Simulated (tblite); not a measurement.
Species: C6H12Ge.
Numbering: `[CH2:1]=[C:2]([CH2:3][GeH3:4])[CH:5]1[CH2:6][CH2:7]1` (hydrogens: H8, H9 on C1; H10, H11 on C3; H12, H13, H14 on Ge4; H15 on C5; H16, H17 on C6; H18, H19 on C7)

Computed with GFN2-xTB (tblite), gas phase: L-BFGS steps from a force-field or distance-geometry start until the largest atomic force falls under 0.01 eV/Å.

Step 35: E = -566.7202 eV
```
atom  x, y, z in Å  |  force x, y, z in eV/Å
C1     -0.4524    0.8734   -1.8792   -0.015   0.010  -0.001
C2      0.0212    0.6998   -0.6534   -0.032  -0.004  -0.001
C3      1.4792    0.8253   -0.3535    0.018  -0.034   0.043
Ge4     2.3214   -0.8895    0.1726   -0.017  -0.002  -0.024
C5     -0.8011    0.3315    0.5247   -0.009  -0.034   0.005
C6     -1.4604   -1.0255    0.5879   -0.039   0.002  -0.003
C7     -2.2965    0.2108    0.5074    0.004  -0.017   0.001
H8      0.1967    1.1293   -2.6986    0.023  -0.022  -0.024
H9     -1.4963    0.7884   -2.1191   -0.052  -0.022   0.005
H10     1.6164    1.5113    0.4846    0.038   0.074   0.004
H11     2.0153    1.2289   -1.2133    0.000   0.023   0.016
H12     1.5082   -1.6453    1.1689    0.015   0.005   0.048
H13     2.5403   -1.8070   -0.9867   -0.008   0.021  -0.028
H14     3.6583   -0.6127    0.7890    0.018  -0.032  -0.003
H15    -0.3746    0.6790    1.4613    0.025  -0.014  -0.022
H16    -1.4202   -1.5693    1.5212   -0.027  -0.003  -0.043
H17    -1.4071   -1.6517   -0.2916    0.038   0.032   0.035
H18    -2.8278    0.5238    1.3949   -0.010   0.011  -0.040
H19    -2.8304    0.4087   -0.4092    0.030   0.007   0.029
```

Step 36: E = -566.7212 eV
```
atom  x, y, z in Å  |  force x, y, z in eV/Å
C1     -0.4506    0.8702   -1.8790   -0.011  -0.003  -0.002
C2      0.0206    0.7007   -0.6519   -0.008   0.006  -0.007
C3      1.4777    0.8313   -0.3518    0.052  -0.050   0.049
Ge4     2.3190   -0.8865    0.1707   -0.016  -0.019  -0.024
C5     -0.8003    0.3308    0.5253   -0.015  -0.013   0.024
C6     -1.4602   -1.0248    0.5868   -0.048  -0.008  -0.002
C7     -2.2951    0.2127    0.5094   -0.022  -0.048  -0.001
H8      0.2021    1.1240   -2.6957    0.022  -0.011  -0.042
H9     -1.4926    0.7789   -2.1224   -0.068  -0.019   0.000
H10     1.6155    1.5167    0.4872    0.033   0.063  -0.009
H11     2.0146    1.2338   -1.2120   -0.011   0.027   0.026
H12     1.5059   -1.6391    1.1706    0.020   0.008   0.041
H13     2.5313   -1.8082   -0.9885   -0.015   0.041  -0.012
H14     3.6598   -0.6192    0.7839    0.013  -0.025  -0.006
H15    -0.3734    0.6756    1.4616    0.041   0.000   0.006
H16    -1.4202   -1.5720    1.5178   -0.025   0.000  -0.031
H17    -1.4057   -1.6485   -0.2937    0.028   0.018   0.015
H18    -2.8293    0.5224    1.3964    0.008   0.015  -0.039
H19    -2.8289    0.4104   -0.4068    0.022   0.017   0.013
```

Step 37: E = -566.7222 eV
```
atom  x, y, z in Å  |  force x, y, z in eV/Å
C1     -0.4489    0.8666   -1.8789   -0.005  -0.018  -0.004
C2      0.0199    0.7020   -0.6503    0.018   0.010  -0.009
C3      1.4769    0.8372   -0.3492    0.060  -0.043   0.039
Ge4     2.3162   -0.8836    0.1683   -0.006  -0.032  -0.007
C5     -0.7996    0.3298    0.5264   -0.015   0.013   0.035
C6     -1.4608   -1.0243    0.5856   -0.039  -0.017  -0.002
C7     -2.2941    0.2139    0.5115   -0.039  -0.059  -0.006
H8      0.2082    1.1179   -2.6931    0.003  -0.004  -0.045
H9     -1.4896    0.7680   -2.1260   -0.056  -0.011  -0.001
H10     1.6152    1.5239    0.4897    0.025   0.038  -0.025
H11     2.0136    1.2396   -1.2101   -0.019   0.026   0.038
H12     1.5038   -1.6321    1.1733    0.025   0.011   0.030
H13     2.5213   -1.8088   -0.9909   -0.023   0.056  -0.003
H14     3.6617   -0.6269    0.7780    0.003  -0.018  -0.012
H15    -0.3713    0.6719    1.4621    0.049   0.012   0.033
H16    -1.4208   -1.5751    1.5137   -0.023  -0.004  -0.004
H17    -1.4037   -1.6446   -0.2958    0.015  -0.005  -0.017
H18    -2.8311    0.5213    1.3973    0.018   0.019  -0.024
H19    -2.8268    0.4126   -0.4041    0.008   0.027  -0.015
```

Problem. Estimate the geometry and energy of step 38. (The exact step hangs on the optimiser's Hessian estimate; all steps are aligned on step 37, rigid shifts and turns removed.)

Solution. E = -566.7232 eV, largest force 0.067 eV/Å
```
atom  x, y, z in Å  |  force x, y, z in eV/Å
C1     -0.4475    0.8629   -1.8790    0.002  -0.031  -0.003
C2      0.0195    0.7033   -0.6487    0.033   0.005  -0.005
C3      1.4771    0.8421   -0.3460    0.039  -0.019   0.019
Ge4     2.3135   -0.8814    0.1661    0.009  -0.034   0.019
C5     -0.7991    0.3291    0.5280   -0.008   0.028   0.033
C6     -1.4620   -1.0241    0.5844   -0.015  -0.022  -0.003
C7     -2.2937    0.2141    0.5133   -0.039  -0.044  -0.013
H8      0.2139    1.1119   -2.6914   -0.027  -0.002  -0.035
H9     -1.4878    0.7576   -2.1292   -0.021  -0.001   0.004
H10     1.6151    1.5315    0.4917    0.018   0.008  -0.035
H11     2.0124    1.2456   -1.2076   -0.019   0.019   0.042
H12     1.5026   -1.6253    1.1765    0.026   0.010   0.021
H13     2.5113   -1.8081   -0.9932   -0.029   0.060  -0.003
H14     3.6635   -0.6350    0.7722   -0.006  -0.011  -0.019
H15    -0.3682    0.6684    1.4632    0.042   0.017   0.044
H16    -1.4218   -1.5781    1.5096   -0.022  -0.011   0.023
H17    -1.4014   -1.6410   -0.2981    0.003  -0.025  -0.044
H18    -2.8325    0.5206    1.3977    0.020   0.019  -0.003
H19    -2.8246    0.4152   -0.4020   -0.007   0.033  -0.042
```

The energy changes by -0.0010 eV. The first-order estimate −F·Δx gives -0.0014 eV and the mean of the old and new forces, exact on a quadratic surface, -0.0010 eV. The step makes an angle of 75° with the force vector and moves no atom by more than 0.011 Å.

What follows is the cost of the whole relaxation. Time: 3.1 s wall, 2.7 s CPU. Hardware: one thread of an Intel Xeon at 2.50 GHz, on a shared host.
